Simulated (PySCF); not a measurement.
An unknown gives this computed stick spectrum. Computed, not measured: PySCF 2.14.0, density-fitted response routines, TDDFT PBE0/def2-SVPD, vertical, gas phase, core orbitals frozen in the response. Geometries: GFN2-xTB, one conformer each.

```tsv
state	E (eV)	f
S1	7.15	0.0037
S2	7.20	0.0032
S3	7.45	0.022
S4	7.82	0.026
S5	8.11	0.0084
S6	8.22	0.064
```

Triplets computed (Tamm–Dancoff): 6.53, 6.57 eV.

Task: Which candidate is it? All have the formula C6H8ClF.
A. `C=CC(=C)[C@@H](Cl)CF`
B. `C=CCC(=C)[C@@H](F)Cl`
C. `C/C=C(Cl)\C=C(/C)F`
D. `F[C@H]1[C@@H]([C@@H]2[C@@H](C2)C1)Cl`

Result: D. Its S1, at 7.15 eV, is the highest among the candidates; the nearest of the others has S1 at 5.99 eV. S1 is HOMO→LUMO (78%), HOMO-3→LUMO (8%), HOMO-2→LUMO (8%). Löwdin shares by element: HOMO carbon 50% or more, chlorine 24% (atoms not listed hold the other 26%); LUMO chlorine 39%, carbon 30% or more (atoms not listed hold the other 32%). At the same level the other candidates give, for their lowest levels:
- `C/C=C(Cl)\C=C(/C)F`: 5.19 eV (f 0.341); 5.83 eV (f 0.150); 6.22 eV (f 0.003); 6.26 eV (f 0.038); 6.66 eV (f 0.016); T1 3.17 eV; HOMO -6.58, LUMO -0.90 eV
- `C=CCC(=C)[C@@H](F)Cl`: 5.99 eV (f 0.089); 6.38 eV (f 0.136); 6.58 eV (f 0.045); 6.90 eV (f 0.006); 7.09 eV (f 0.043); T1 4.15 eV; HOMO -7.84, LUMO -0.94 eV
- `C=CC(=C)[C@@H](Cl)CF`: 5.61 eV (f 0.348); 6.04 eV (f 0.046); 6.22 eV (f 0.086); 6.29 eV (f 0.006); 6.86 eV (f 0.001); T1 3.19 eV; HOMO -7.18, LUMO -1.29 eV

Without π bonds the low states may be Rydberg-like; a valence basis with one diffuse set may place them up to an eV too high.
